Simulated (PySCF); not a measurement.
# From computed data to an observable: dipole moment from atomic charges

C₂F₅, SMILES F[C](F)C(F)(F)F, multiplicity 2. Atoms are numbered in the order given.

```xyz
7

F      1.5009    -0.0020    -1.0899
C      0.8656     0.3543     0.0000
F      1.5009    -0.0020     1.0899
C     -0.6078     0.0200     0.0000
F     -0.8115    -1.2996     0.0000
F     -1.1811     0.5270     1.0818
F     -1.1811     0.5270    -1.0818
```
Charge 0, spin multiplicity 2.

The structure is a stationary point at PBE0-D3(BJ)/def2-SVP. The isomer is the one that the SMILES or the coordinates give; other isomers of the formula were not compared.

Charges (e) from PBE/def2-TZVP run with PySCF:

```csv
atom,ESP fit,Mulliken
F1,-0.034,-0.094
C2,0.050,0.167
F3,-0.034,-0.094
C4,0.349,0.366
F5,-0.100,-0.119
F6,-0.115,-0.113
F7,-0.115,-0.113
```

The dipole moment of the full density is 0.42 D.

### Question
What dipole moment does each set of point charges give, and which comes closer to that of the density?

### Answer

μ = Σ q r, and 1 e Å = 4.8032 D.
ESP fit: Σ q r = (0.082, 0.034, 0.000) e Å, |μ| = 0.43 D.
Mulliken: Σ q r = (0.003, 0.102, 0.000) e Å, |μ| = 0.49 D.
ESP fit comes closer in size. Point charges leave out the atoms' own dipoles (lone pairs, polarised bonds); fits to the potential absorb them, partitions of the density don't.
